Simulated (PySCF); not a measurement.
Isomers of C6H8O3S, one GFN2-xTB conformer each. Single-point energies are computed at PBE0/pcSseg-1 (PySCF, gas phase, no added dispersion term), electronic only.

| SMILES | GFN2-xTB relative energy (kJ/mol) |
| --- | --- |
| C=C/C=C\C(=C)S(=O)(=O)O | 125.1 |
| C[C@@H]1C=CC=C1S(=O)(=O)O | 0.0 |

Conformers: `[CH2:1]=[CH:2]/[CH:3]=[CH:4]\[C:5](=[CH2:6])[S:7](=[O:8])(=[O:9])[OH:10]` with C1–C2–C3–C4 174°, C3–C4–C5–C6 -38°, C4–C5–S7–O8 38°, C5–S7–O10–H 116°; `[CH3:1][C@@H:2]1[CH:3]=[CH:4][CH:5]=[C:6]1[S:7](=[O:8])(=[O:9])[OH:10]` with C5–C6–S7–O8 21°, C6–S7–O10–H 115°.

Problem. What does PBE0/pcSseg-1 give for the same structures?

Solution. 
```csv
SMILES,PBE0/pcSseg-1 E (Eh),PBE0/pcSseg-1 (kJ/mol),GFN2-xTB (kJ/mol),point group
C[C@@H]1C=CC=C1S(=O)(=O)O,-856.49983,0.0,0.0,C1
C=C/C=C\C(=C)S(=O)(=O)O,-856.46407,93.9,125.1,C1
```

Both levels put the same isomer lowest. 

Problem. Which frontier levels, dipoles and rotational constants go with these structures?

Solution. 
```
                   SMILES  HOMO (eV, PBE0/pcSseg-1)  LUMO (eV)  dipole (D)       A, B, C (MHz)
C[C@@H]1C=CC=C1S(=O)(=O)O                     -7.29      -1.75        4.21  2134, 979.9, 807.7
  C=C/C=C\C(=C)S(=O)(=O)O                     -7.10      -2.11        4.43  2658, 623.6, 585.6
```
